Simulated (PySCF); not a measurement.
Computed spin Hamiltonian

C7H8NS (doublet state).
Z-matrix (Å and degrees, GFN2-xTB geometry), rows numbered from 1:
```
S 
C   1  1.6407
C   2  1.4939  1  124.04
C   3  1.4857  2   93.51  1   -93.12
C   4  1.4224  3  120.96  2    86.29
C   5  1.3517  4  120.92  3  -173.32
N   6  1.3751  5  120.73  4    -0.65
C   7  1.3756  6  120.09  5     0.67
C   8  1.3550  7  120.64  6    -0.43
H   2  1.0835  1  119.29  3  -173.72
H   3  1.0892  2  113.05  1   149.70
H   3  1.0878  2  111.98  1    23.25
H   5  1.0778  4  119.15  3     5.23
H   6  1.0775  5  123.03  4  -179.67
H   7  1.0067  6  119.98  5  -179.31
H   8  1.0775  7  116.23  6  -179.62
H   9  1.0789  4  119.51  3    -6.64
```

The hyperfine couplings belong to this conformer and change with its torsions.

The species is `C1=CN[CH]C=C1CC=S` [radical].

Computed, not measured: PySCF 2.14.0, UKS B3LYP, pcH-1 on C H N S, non-relativistic, mean-field spin-orbit, GIAO. One conformer (not necessarily the lowest) at the GFN2-xTB geometry, without solvent, vibrations or thermal averaging. A GFN2-xTB geometry isn't a minimum of the functional, and hyperfine couplings can be far from their values at a DFT geometry. No stability test was run, so a lower SCF solution isn't excluded.

```
g1, g2, g3                      : 2.00305, 2.00649, 2.01648
g_iso                           : 2.00867
Form of g                       : rhombic: the two nearest values differ by 26 % of g3 − g1
⟨S²⟩                            : 0.7618 (exact 0.7500)
α and β electrons               : 37, 36
HOMO–LUMO gap, α and β orbitals : 2.65, 3.20 eV
Total energy                    : -724.46054 Eh
```

Hyperfine couplings atom by atom, in MHz; T1 to T3 are the principal values of the dipolar part:

```tsv
atom	isotope	a_iso	of which spin–orbit	T1	T2	T3	Mulliken spin population
S1	33S	3.6	0.5	-21.1	-19.7	40.8	0.22
C2	13C	34.1	0.2	-13.7	-9.8	23.4	0.09
C3	13C	-16.0	0.0	-1.0	-0.8	1.8	-0.04
C4	13C	38.1	-0.1	-30.9	-30.7	61.6	0.36
C5	13C	-14.9	0.0	-2.5	0.5	2.0	-0.03
C6	13C	4.6	0.0	-10.6	-9.9	20.5	0.12
N7	14N	8.2	0.0	-10.8	-10.6	21.4	0.16
C8	13C	12.5	0.0	-17.6	-17.0	34.6	0.21
C9	13C	-20.5	0.0	-8.7	3.2	5.4	-0.08
H10	1H	-8.8	0.0	-5.3	-0.3	5.6	-0.01
H11	1H	31.0	0.0	-1.9	-0.8	2.7	0.01
H12	1H	20.9	0.0	-2.1	-0.3	2.3	0.01
H13	1H	0.4	0.0	-1.6	0.3	1.3	0.00
H14	1H	-9.6	0.0	-5.4	-1.4	6.9	-0.01
H15	1H	-16.5	0.0	-13.1	-3.3	16.4	-0.01
H16	1H	-15.3	0.0	-8.8	-1.1	9.9	-0.01
H17	1H	3.0	0.0	-2.7	0.7	2.0	0.00
```

Largest spin populations (Mulliken): C4 (+0.36), S1 (+0.22), C8 (+0.21) and N7 (+0.16). Four atoms exceed +0.15.

The SMILES `S=CCC1=C[CH]NC=C1` draws the unpaired electron on C6, whose computed spin population is only +0.12.

Axes: g1 points within 5° of the C8–C9 bond and g3 points within 4° of the S1–C2 bond.

Under fast tumbling the dipolar parts average out, and these isotropic splittings remain: 2 × 1H (H11/H12, I = 1/2, 3 lines) with 0.92 mT, 1 × 1H (H15, I = 1/2, 2 lines) with 0.59 mT, 2 × 1H (H14/H16, I = 1/2, 3 lines) with 0.44 mT, 1 × 1H (H10, I = 1/2, 2 lines) with 0.31 mT, 1 × 14N (N7, I = 1, 3 lines) with 0.29 mT and 2 × 1H (H13/H17, I = 1/2, 3 lines) with 0.06 mT.

Means are taken over nuclei equivalent by connectivity, which assumes that they swap fast. The 1H value of +25.9 MHz is a mean of couplings from 20.9 to 31.0 MHz in this one geometry, not an average over conformers. The 1H value of -12.5 MHz is a mean of couplings from -15.3 to -9.6 MHz in this one geometry, not an average over conformers.

The 13C coupling of C4 (38.1 MHz) shows only in satellite lines or after enrichment, since that isotope makes up about 1.07 % of natural carbon.

The spin density at the nucleus, in bohr⁻³, is negative for C5/C9 (-0.0157), C3 (-0.0142) and H15 (-0.0037), for instance. A restricted open-shell determinant has no negative spin density anywhere; here it arises because α and β orbitals differ (spin polarisation).

On an Arm Neoverse V1 with one thread, on a shared host, this took 2.3 min (grids of density and orbitals included) and 1.1 GiB of memory at its peak.
